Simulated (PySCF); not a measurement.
```xyz
4
charge 0 multiplicity 1, angstrom
Cr    0.0000    0.0000    0.0000
Se    2.1188    0.0000    0.0000
Se   -1.0594    1.8349    0.0000
Se   -1.0594   -1.8350    0.0000
```

Computed with PBE0 in PySCF with Cr def2-SVP, Se def2-SVP; no relativity; density-fitted integrals.

This geometry of CrSe3 is a stationary point at this level.

(1) What is the point group?

(2) Is it a minimum?

(3) List the harmonic modes with their infrared intensities.

(4) Give the atomic charges and bond orders.

## Answers

(1) D3h.

(2) No: it has 1 imaginary mode, at 138i cm⁻¹ (a2'').

(3) 
| symmetry | ω (cm⁻¹) | IR (km/mol, summed over degenerate members) |
| --- | --- | --- |
| a2'' | 138i | – |
| e' | 106 | 5.0 |
| a1' | 285 | 0.0 |
| e' | 501 | 62.1 |

(4) 
| atom | Mulliken | Löwdin | polar tensor | Mayer order to Cr1 |
| --- | --- | --- | --- | --- |
| Cr1 | 0.13 | -0.53 | 0.98 | – |
| Se2,3,4 | -0.04 | 0.18 | -0.33 | 2.07 |

Stability towards spin polarisation was not tested. Only a few start shapes were tried, so a lower isomer may exist. At this level a singlet minimum of C3v symmetry lies 30 kJ/mol below this structure.
